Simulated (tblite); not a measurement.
Record of a relaxation.

C5H14AsB.
Bonds: B1–As2, As2–C3, C3–C4, C4–C5, C3–C6, C6–C7. Hydrogens: H8, H9 on B1; H10 on As2; H11 on C3; H12, H13 on C4; H14, H15, H16 on C5; H17, H18 on C6; H19, H20, H21 on C7.

Computed with GFN2-xTB (tblite), gas phase: L-BFGS steps from a force-field or distance-geometry start until the largest atomic force falls under 0.01 eV/Å. 9 of its 174 geometries are shown.

Step 0: E = -581.7647 eV, largest atomic force 1.925 eV/Å
```
atom  x, y, z in Å  |  force x, y, z in eV/Å
B1     -0.964    2.720   -0.129    0.420   0.111   1.062
As2    -1.110    1.173    1.155   -1.461   0.514   0.674
C3      0.084   -0.254    0.472    0.245   0.150   0.721
C4     -0.679   -0.997   -0.600   -1.189   0.572   0.109
C5     -1.920   -1.594    0.077   -0.418  -0.199   0.447
C6      1.342    0.365    0.006    1.828   0.564  -0.210
C7      2.330   -0.661   -0.554    0.458   0.021   1.089
H8     -1.781    3.569   -0.124    0.116  -0.196   0.010
H9     -0.041    2.810   -0.823   -0.083   0.019  -0.574
H10    -0.523    1.532    2.576    0.185   0.127  -0.961
H11     0.333   -0.918    1.324   -0.156  -0.009  -0.302
H12    -0.095   -1.758   -1.134   -0.232   0.434   0.114
H13    -1.088   -0.204   -1.269    0.650  -0.555  -0.273
H14    -2.837   -1.324   -0.487    0.520  -0.706   0.239
H15    -2.046   -1.093    1.078    0.016  -0.789  -0.714
H16    -1.789   -2.680    0.234   -0.436   0.572  -0.184
H17     1.221    1.168   -0.751   -0.165  -0.518   0.324
H18     1.851    0.824    0.881   -0.263   0.050  -0.242
H19     3.316   -0.162   -0.598   -0.380  -0.554  -0.324
H20     1.991   -0.996   -1.525    0.312  -0.216  -0.015
H21     2.397   -1.503    0.191    0.031   0.607  -0.990
```

Step 22: E = -582.6197 eV, largest atomic force 0.210 eV/Å
```
atom  x, y, z in Å  |  force x, y, z in eV/Å
B1     -0.977    2.774    0.019   -0.018  -0.045  -0.063
As2    -1.193    1.260    1.299    0.005   0.002  -0.066
C3      0.032   -0.181    0.536   -0.124   0.083   0.148
C4     -0.738   -0.949   -0.537   -0.045  -0.016  -0.032
C5     -1.949   -1.719    0.004   -0.042  -0.019   0.029
C6      1.361    0.366    0.037    0.016   0.077   0.012
C7      2.333   -0.685   -0.490    0.066   0.008   0.012
H8     -1.552    3.779    0.209    0.051  -0.011   0.093
H9     -0.296    2.737   -0.931   -0.071  -0.017  -0.100
H10    -0.164    1.969    2.148    0.045  -0.085   0.037
H11     0.246   -0.857    1.373   -0.024  -0.123   0.002
H12    -0.072   -1.659   -1.024    0.084  -0.037  -0.083
H13    -1.068   -0.240   -1.303    0.018   0.056  -0.020
H14    -2.815   -1.568   -0.639   -0.021  -0.007   0.058
H15    -2.203   -1.392    1.014   -0.031   0.074  -0.041
H16    -1.759   -2.789    0.048    0.075   0.035   0.016
H17     1.195    1.093   -0.757   -0.027   0.045  -0.030
H18     1.843    0.888    0.872    0.006   0.043   0.009
H19     3.306   -0.223   -0.626    0.142  -0.024   0.014
H20     2.025   -1.071   -1.456   -0.088  -0.054  -0.024
H21     2.437   -1.517    0.203   -0.018   0.017   0.027
```

Step 43: E = -582.8011 eV, largest atomic force 0.270 eV/Å
```
atom  x, y, z in Å  |  force x, y, z in eV/Å
B1     -0.984    2.725    0.001   -0.077   0.058  -0.022
As2    -1.120    1.268    1.303   -0.054   0.050   0.138
C3      0.023   -0.171    0.493    0.183  -0.165  -0.111
C4     -0.766   -0.878   -0.610    0.105   0.076  -0.012
C5     -1.924   -1.687   -0.028    0.026   0.055  -0.071
C6      1.371    0.389    0.036    0.016  -0.044  -0.006
C7      2.358   -0.692   -0.402    0.029  -0.017  -0.016
H8     -1.008    3.840    0.374    0.048  -0.062  -0.088
H9     -1.102    2.529   -1.153    0.027   0.045   0.046
H10    -0.071    1.764    2.259    0.016   0.023   0.028
H11     0.234   -0.901    1.286   -0.049  -0.030   0.027
H12    -0.114   -1.540   -1.190   -0.060   0.037   0.099
H13    -1.137   -0.120   -1.308   -0.087  -0.010   0.022
H14    -2.735   -1.768   -0.743   -0.055  -0.095  -0.092
H15    -2.313   -1.199    0.868   -0.041   0.049   0.019
H16    -1.605   -2.688    0.249    0.045  -0.012   0.018
H17     1.240    1.107   -0.781   -0.089  -0.061   0.004
H18     1.808    0.938    0.879    0.032  -0.012  -0.003
H19     3.341   -0.256   -0.563    0.001   0.002  -0.055
H20     2.038   -1.172   -1.324    0.026   0.075  -0.030
H21     2.457   -1.470    0.352   -0.042   0.041   0.104
```

Step 65: E = -582.8514 eV, largest atomic force 0.055 eV/Å
```
atom  x, y, z in Å  |  force x, y, z in eV/Å
B1     -1.004    2.677    0.036    0.027  -0.004   0.026
As2    -1.075    1.258    1.404    0.029   0.033   0.004
C3      0.023   -0.184    0.506   -0.038   0.004   0.010
C4     -0.793   -0.818   -0.615   -0.012  -0.007  -0.021
C5     -1.925   -1.683   -0.074    0.000   0.034   0.018
C6      1.358    0.382    0.027   -0.005  -0.014   0.003
C7      2.365   -0.693   -0.371    0.010  -0.007  -0.001
H8     -0.773    3.792    0.310   -0.022   0.006   0.038
H9     -1.340    2.469   -1.068    0.013  -0.036  -0.021
H10     0.065    1.756    2.255   -0.019   0.022   0.024
H11     0.227   -0.947    1.269    0.009  -0.004  -0.014
H12    -0.147   -1.430   -1.247   -0.005  -0.042  -0.017
H13    -1.208   -0.025   -1.246   -0.010  -0.023  -0.034
H14    -2.587   -2.004   -0.876    0.043  -0.032   0.011
H15    -2.513   -1.115    0.651   -0.039   0.026   0.003
H16    -1.529   -2.563    0.429   -0.005   0.005  -0.025
H17     1.189    1.050   -0.823   -0.013   0.030   0.037
H18     1.791    0.975    0.841    0.025   0.010  -0.038
H19     3.336   -0.242   -0.566    0.009  -0.001  -0.010
H20     2.051   -1.215   -1.271    0.001  -0.013   0.003
H21     2.481   -1.423    0.428    0.002   0.010   0.005
```

Step 86: E = -582.8640 eV, largest atomic force 0.042 eV/Å
```
atom  x, y, z in Å  |  force x, y, z in eV/Å
B1     -0.981    2.671    0.066    0.012  -0.016  -0.017
As2    -1.078    1.238    1.411   -0.019   0.005   0.018
C3      0.026   -0.192    0.505    0.027   0.006  -0.025
C4     -0.792   -0.829   -0.615    0.029  -0.010  -0.002
C5     -1.944   -1.659   -0.067   -0.005  -0.015   0.000
C6      1.354    0.382    0.014    0.005   0.005   0.000
C7      2.365   -0.686   -0.395   -0.002   0.013  -0.001
H8     -0.893    3.798    0.377   -0.004  -0.005   0.002
H9     -1.154    2.440   -1.073   -0.013   0.031   0.013
H10     0.033    1.748    2.291    0.007  -0.003   0.007
H11     0.246   -0.961    1.258   -0.020   0.019  -0.005
H12    -0.151   -1.473   -1.222    0.002  -0.022  -0.010
H13    -1.181   -0.045   -1.273   -0.002  -0.016   0.005
H14    -2.541   -2.078   -0.875    0.003   0.019   0.002
H15    -2.590   -1.037    0.558   -0.011  -0.029  -0.003
H16    -1.562   -2.480    0.537   -0.032   0.024   0.014
H17     1.169    1.055   -0.830    0.006  -0.008   0.008
H18     1.796    0.981    0.820    0.010  -0.008   0.000
H19     3.323   -0.226   -0.627   -0.002  -0.002  -0.018
H20     2.030   -1.232   -1.274    0.013   0.005   0.005
H21     2.515   -1.398    0.414   -0.007   0.007   0.007
```

Step 108: E = -582.8684 eV, largest atomic force 0.023 eV/Å
```
atom  x, y, z in Å  |  force x, y, z in eV/Å
B1     -0.983    2.687    0.090   -0.002  -0.002  -0.004
As2    -1.082    1.221    1.401   -0.005  -0.001  -0.007
C3      0.035   -0.203    0.496   -0.010   0.004  -0.007
C4     -0.774   -0.866   -0.616   -0.008  -0.003   0.002
C5     -1.966   -1.640   -0.069   -0.011   0.005   0.002
C6      1.358    0.383    0.004    0.002  -0.005   0.001
C7      2.376   -0.676   -0.408    0.010  -0.002  -0.009
H8     -0.892    3.804    0.434    0.004  -0.019   0.009
H9     -1.180    2.499   -1.052    0.000  -0.014   0.007
H10     0.019    1.710    2.304    0.011   0.006   0.004
H11     0.261   -0.960    1.260   -0.011   0.016  -0.012
H12    -0.139   -1.556   -1.178    0.008   0.005   0.010
H13    -1.125   -0.102   -1.318    0.013   0.002   0.008
H14    -2.516   -2.123   -0.876    0.015   0.000   0.006
H15    -2.650   -0.971    0.460    0.020   0.006  -0.002
H16    -1.631   -2.406    0.628   -0.018   0.000  -0.008
H17     1.170    1.057   -0.838   -0.012  -0.012   0.003
H18     1.798    0.980    0.811   -0.001   0.004   0.001
H19     3.319   -0.206   -0.680    0.010   0.014   0.004
H20     2.029   -1.247   -1.266   -0.003  -0.008  -0.002
H21     2.563   -1.367    0.412   -0.013   0.004  -0.004
```

Step 130: E = -582.8701 eV, largest atomic force 0.018 eV/Å
```
atom  x, y, z in Å  |  force x, y, z in eV/Å
B1     -0.991    2.659    0.108    0.001   0.003  -0.006
As2    -1.081    1.195    1.420    0.012   0.000   0.014
C3      0.043   -0.212    0.500   -0.006   0.001   0.001
C4     -0.758   -0.885   -0.610   -0.004  -0.004  -0.002
C5     -1.988   -1.610   -0.077    0.005   0.002   0.004
C6      1.353    0.389   -0.007    0.004  -0.003   0.001
C7      2.384   -0.660   -0.416    0.003  -0.003  -0.004
H8     -0.865    3.773    0.449   -0.006   0.001  -0.004
H9     -1.214    2.469   -1.029   -0.002   0.000  -0.002
H10     0.029    1.689    2.314   -0.002  -0.003  -0.006
H11     0.284   -0.966    1.261   -0.006  -0.002   0.000
H12    -0.126   -1.608   -1.133   -0.003   0.000   0.002
H13    -1.067   -0.132   -1.342   -0.001  -0.005   0.005
H14    -2.511   -2.123   -0.881   -0.005   0.000  -0.007
H15    -2.677   -0.902    0.389    0.002   0.005  -0.002
H16    -1.699   -2.347    0.671    0.000   0.000   0.001
H17     1.145    1.048   -0.855    0.003   0.004   0.003
H18     1.792    1.004    0.787   -0.004  -0.002   0.008
H19     3.323   -0.180   -0.683    0.003   0.004   0.003
H20     2.045   -1.235   -1.274    0.000  -0.001  -0.006
H21     2.571   -1.348    0.406    0.006   0.003  -0.003
```

Step 151: E = -582.8709 eV, largest atomic force 0.017 eV/Å
```
atom  x, y, z in Å  |  force x, y, z in eV/Å
B1     -1.003    2.638    0.105   -0.003   0.000   0.001
As2    -1.069    1.184    1.432    0.003  -0.004  -0.003
C3      0.049   -0.225    0.506    0.001   0.014   0.009
C4     -0.753   -0.895   -0.606    0.011   0.007   0.004
C5     -2.004   -1.587   -0.079    0.009   0.004  -0.008
C6      1.357    0.385    0.003    0.003  -0.003   0.000
C7      2.394   -0.649   -0.425    0.006  -0.008   0.001
H8     -0.885    3.758    0.431   -0.001  -0.008   0.003
H9     -1.237    2.434   -1.027   -0.003  -0.002  -0.002
H10     0.052    1.685    2.306   -0.001   0.010   0.003
H11     0.289   -0.982    1.265    0.002   0.003  -0.003
H12    -0.130   -1.637   -1.112    0.005  -0.002  -0.004
H13    -1.038   -0.144   -1.349   -0.004  -0.005  -0.003
H14    -2.523   -2.105   -0.882   -0.007   0.001  -0.002
H15    -2.687   -0.858    0.363   -0.002   0.002  -0.003
H16    -1.740   -2.315    0.687    0.002  -0.004   0.007
H17     1.144    1.057   -0.834    0.000   0.002   0.004
H18     1.796    0.989    0.807   -0.010  -0.002   0.000
H19     3.329   -0.155   -0.682    0.004   0.000  -0.008
H20     2.062   -1.212   -1.294   -0.012   0.005  -0.005
H21     2.590   -1.349    0.385   -0.003  -0.010   0.008
```

Step 173: E = -582.8719 eV, largest atomic force 0.010 eV/Å
```
atom  x, y, z in Å  |  force x, y, z in eV/Å
B1     -1.043    2.603    0.097    0.005   0.000   0.001
As2    -1.059    1.172    1.449   -0.002   0.008   0.006
C3      0.063   -0.231    0.522    0.006  -0.005  -0.006
C4     -0.732   -0.897   -0.597   -0.003  -0.003  -0.002
C5     -2.009   -1.551   -0.085   -0.005  -0.007   0.002
C6      1.373    0.381    0.028    0.006   0.002  -0.003
C7      2.395   -0.650   -0.444    0.002  -0.003   0.002
H8     -0.930    3.728    0.403   -0.004   0.004   0.000
H9     -1.297    2.379   -1.027   -0.002   0.000   0.001
H10     0.069    1.711    2.292    0.001   0.000   0.001
H11     0.301   -0.994    1.276    0.001   0.001   0.006
H12    -0.117   -1.662   -1.078    0.000   0.002   0.000
H13    -0.984   -0.152   -1.357    0.001   0.001   0.000
H14    -2.522   -2.075   -0.889   -0.001  -0.003   0.001
H15    -2.688   -0.799    0.325    0.004  -0.004  -0.005
H16    -1.779   -2.268    0.703   -0.004   0.004  -0.003
H17     1.160    1.083   -0.784   -0.001   0.001  -0.006
H18     1.823    0.954    0.848    0.002   0.002   0.003
H19     3.333   -0.160   -0.696   -0.003   0.004   0.002
H20     2.045   -1.179   -1.327   -0.002   0.004  -0.001
H21     2.589   -1.378    0.341   -0.001  -0.009   0.001
```

Q: Summarise the path.

A: The energy falls by 106.82 kJ/mol from step 0 to step 173; nine tenths of that is first reached at step 39. It falls at every step. The largest force goes from 1.925 to 0.010 eV/Å. Among the bonds As2–H10 changes most, from 1.579 to 1.507 Å; the atoms move by 0.536 Å rms after alignment.

The cost below is that of the whole relaxation. Time: 2.2 s wall. Hardware: one thread of an Arm Neoverse N1, no GPU, shared host with 64 logical CPUs at a one-minute load of 60.
